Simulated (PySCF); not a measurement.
C₄H₄OSe, SMILES C1(C(C[Se]1)=O)=C.

The structure is a stationary point at B3LYP-D3(BJ)/def2-SVP. This is a generated structure with no PubChem entry under its InChIKey; it may be hypothetical.

Two levels are set side by side: TDDFT-PBE/def2-SVPD (PySCF) and TDDFT-B3LYP/def2-SVPD (PySCF). Vertical, same geometry. The lowest singlet is HOMO→LUMO 96 % with PBE and HOMO→LUMO 97 % with the other functional; states are paired by order. Differences are taken from unrounded values.

| quantity | TDDFT-B3LYP | TDDFT-PBE | TDDFT-PBE minus TDDFT-B3LYP |
|---|---|---|---|
| lowest singlet excitation (eV) | 3.47 | 2.97 | -0.50 |
| lowest triplet excitation (TDA) (eV) | 2.51 | 2.17 | -0.34 |
| first bright state (f over 0.05) (eV) | 3.47 | 5.62 | 2.15 |
| its oscillator strength | 0.05 | 0.08 | 0.03 |

A lower first singlet is the usual sign of a functional without exact exchange. Differences between two approximate levels are no errors against the true value.

Rough cost on one machine, each run with all the roots and properties that it gave: TDDFT-B3LYP against TDDFT-PBE about 3 times.
